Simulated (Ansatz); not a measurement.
Reaction (formal exchange of groups at a C–Te bond): `CC[Te]C` + `[BH2][AlH][CH3]` → `[BH2][Al]([CH3])[CH3]` + `CC[TeH]`

Program: Ansatz. Geometries: PBE0-D4/def2-TZVP. ΔE: electronic, gas phase. CCSD(T)/CBS adds triple-zeta CCSD(T) − MP2 to the extrapolated MP2 energy (def2 sets, frozen cores). Functionals use def2-TZVPP. HSE06 is defined as in plane-wave codes. Elements past krypton have def2 core potentials. For Te outer-core shells are correlated without core-valence functions, which leaves a few kJ/mol of doubt a bond. One conformer a species, not always the lowest.

`CC[Te]C`:

Z-matrix (Å, degrees):
```
C
C 1 1.515
H 1 1.094 2 110.5
H 1 1.093 2 111.5 3 119.7
H 1 1.093 2 111.5 3 -119.7
Te 2 2.151 1 111.0 3 -180.0
H 2 1.091 1 111.5 3 -60.8
H 2 1.091 1 111.5 3 60.9
C 6 2.137 2 94.6 1 -179.9
H 9 1.088 6 109.9 2 61.1
H 9 1.089 6 107.3 2 -179.9
H 9 1.088 6 109.9 2 -60.9
```

`[BH2][AlH][CH3]`:

Z-matrix (Å, degrees):
```
C
Al 1 1.960
H 1 1.092 2 114.1
H 1 1.096 2 109.7 3 120.9
H 1 1.095 2 110.6 3 -122.2
B 2 2.119 1 123.3 3 -6.9
H 2 1.599 1 117.7 3 173.7
H 6 1.201 2 123.2 1 90.5
H 6 1.201 2 123.0 1 -89.9
```

`[BH2][Al]([CH3])[CH3]`:

Cartesian coordinates in Å:
```
B -0.033 1.890 -1.247
Al -0.006 0.120 -0.073
C 0.516 0.168 1.819
C -0.494 -1.613 -0.860
H -0.992 2.609 -1.336
H 0.911 2.272 -1.886
H -0.376 0.059 2.449
H 1.174 -0.671 2.070
H 1.013 1.092 2.121
H -0.954 -2.279 -0.124
H 0.410 -2.119 -1.219
H -1.170 -1.530 -1.715
```

`CC[TeH]`:

Z-matrix (Å, degrees):
```
C
C 1 1.514
H 1 1.094 2 110.3
H 1 1.093 2 111.6 3 119.5
H 1 1.093 2 111.6 3 -119.6
Te 2 2.158 1 109.9 3 -180.0
H 2 1.089 1 111.7 3 -61.2
H 2 1.089 1 111.7 3 61.3
H 6 1.658 2 94.0 1 -179.8
```

| level | ΔE (eV) |
| --- | --- |
| PBE-D4 | -0.36 |
| r2SCANh-D4 | -0.40 |
| ωB97M-V | -0.38 |
| revPBE | -0.37 |
| BLYP | -0.37 |
| r2SCAN | -0.40 |
| HSE06 | -0.39 |
| CAM-B3LYP | -0.39 |

Task: What does CCSD(T)/CBS give? (Estimate.)

Result: Computed: -0.32 eV. The listed levels differ from it by -0.04, -0.08, -0.06, -0.05, -0.05, -0.08, -0.07, -0.07 eV.

Task: What do rigid-rotor, harmonic-oscillator terms from PBE0-D4/def2-TZVP frequencies (298.15 K, 1 bar) make of the CCSD(T)/CBS value? (Estimate.)

Result: Computed: ΔZPE = -0.03 eV, ΔH = -0.34 eV, ΔS = 12 J/(mol·K), ΔG = -0.38 eV. Modes under 50 cm⁻¹ make the entropy rough.

Largest T1 diagnostic among the species: 0.010.

At CCSD(T), def2-SVP lies −0.08 eV from the extrapolated value and def2-TZVPP −0.03 eV. Leaving LDA and LC-ωPBE aside and taking each functional with its dispersion term where it has one, the values, not all of them listed here, spread over 0.08 eV, from r2SCAN0-D4 to B97M-V. LDA lies −0.04 eV from PBE without D4.
